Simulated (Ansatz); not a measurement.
Relaxation of BFH5NS (9 atoms, charge 0, multiplicity 1), to a largest force component of 0.03 eV/Å in at most 50 steps.

These are results of RKS PBE-D4/def2-SVP (Ansatz), not measurements.

```xyz
9
Properties=species:S:1:pos:R:3:forces:R:3
B 0.027 -0.114 0.282 -0.01 -0.54 2.08
N 0.049 -0.338 1.745 -0.02 0.28 -2.07
H -0.786 -0.600 2.272 0.01 0.01 -0.03
H 0.923 -0.430 2.260 0.01 0.01 0.00
H 1.051 0.041 -0.346 0.01 0.00 -0.01
F -1.163 -0.178 -0.339 0.03 0.01 -0.01
S -0.378 2.934 0.649 0.01 -0.12 0.30
H -1.594 2.462 0.263 0.00 0.00 0.00
H -0.241 1.897 1.559 -0.04 0.36 -0.28
```

Problem. Where does it end, and by what steps?

Solution. The run converged. The force dipped under the threshold on the way, but the program's further checks kept it going. After 12 steps the energy has fallen by 0.143 eV; S7 moved furthest, 0.43 Å.

```
step  energy less start (eV)  largest force component (eV/Å)  accepted
   0                  0.0000                           2.081       yes
   1                 -0.1009                           1.280       yes
   2                 -0.1261                           0.326       yes
   3                 -0.1333                           0.151       yes
   4                 -0.1376                           0.271       yes
   5                 -0.1398                           0.161       yes
   6                 -0.1406                           0.150       yes
   7                 -0.1415                           0.099       yes
   8                 -0.1421                           0.049       yes
   9                 -0.1426                           0.041       yes
  10                 -0.1421                           0.096        no
  11                 -0.1428                           0.004       yes
  12                 -0.1429                           0.019       yes
```

```xyz
9
Properties=species:S:1:pos:R:3
B 0.051 -0.253 0.290
N 0.084 -0.408 1.686
H -0.759 -0.478 2.258
H 0.955 -0.532 2.201
H 1.068 -0.231 -0.373
F -1.145 -0.131 -0.325
S -0.647 3.192 0.855
H -1.471 2.380 0.138
H -0.247 2.135 1.617
```

Run time: 18 s on 2 threads of Arm Neoverse V2, with other jobs on the host, peak memory 0.14 GiB.
